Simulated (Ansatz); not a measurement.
Born–Oppenheimer molecular dynamics of FH7O2Si3 (13 atoms, charge 0, multiplicity 1). It starts from a relaxed structure.

The calculation used RKS PBE-D4/def2-SVP (Ansatz 0.2.0).

| Item | Value |
| --- | --- |
| ensemble | NVT, Langevin thermostat |
| time step | 2.5 fs |
| steps asked | 40 |
| set temperature | 1500 K |
| friction | 0.05 /fs |
| seed | 719679 |

First frame:

```xyz
13
Properties=species:S:1:pos:R:3
Si 0.099 -0.011 0.185
H 0.068 0.887 1.367
O 1.646 -0.151 -0.369
Si 2.615 -1.325 -1.094
H 1.906 -1.946 -2.266
H 3.865 -0.642 -1.560
H 2.961 -2.395 -0.097
F -0.833 0.644 -0.980
O -0.486 -1.518 0.525
Si -1.833 -2.516 0.645
H -2.188 -2.695 2.094
H -2.999 -1.915 -0.089
H -1.485 -3.848 0.046
```

Q: What does the run give?

A: The run went to its last step.

| Quantity | Value |
| --- | --- |
| steps done | 40 |
| time covered | 100 fs |
| mean temperature over the second half | 1392 K |
| spread of the potential energy over the second half | 34.0 meV per atom |
| mean potential energy of the second half above the start | 145.5 meV per atom |

A step of 2.5 fs is long for free X–H stretches (periods near 10 fs) and can bias their spread and the temperature. A run of 0.1 ps of so small a system gives no equilibrium averages.

Q: What happens to the structure?

A: The same pairs are bonded in the first frame and the last. Pairs count as bonded within 1.25 times the sum of covalent radii (0.12 Å more for H–H). This is one draw of velocities; another would differ in detail.

Q: How do temperature and energy run in time?

A: 
```csv
time (fs),T (K),potential energy less start (eV)
0.0,1385,0.000
2.5,917,1.124
5.0,752,0.996
7.5,681,1.157
10.0,951,1.249
12.5,587,1.620
15.0,1026,1.210
17.5,935,1.481
20.0,895,1.401
22.5,735,1.571
25.0,911,1.116
27.5,1012,0.868
30.0,1047,1.295
32.5,1091,1.086
35.0,995,1.335
37.5,1015,1.507
40.0,1033,1.672
42.5,1404,1.634
45.0,1108,1.497
47.5,1054,1.444
50.0,905,1.485
52.5,1131,1.465
55.0,1135,1.362
57.5,1410,1.059
60.0,1245,1.250
62.5,1735,1.632
65.0,1514,1.750
67.5,1204,2.319
70.0,1246,2.481
72.5,1786,1.815
75.0,1668,2.042
77.5,1371,2.080
80.0,1711,1.839
82.5,1633,1.889
85.0,1781,1.554
87.5,1551,1.857
90.0,1093,2.708
92.5,939,2.537
95.0,1316,2.330
97.5,1284,2.426
100.0,1582,1.832
```

Run time: 74 s on 4 threads of Arm Neoverse V1, on a shared host, peak memory 0.18 GiB.
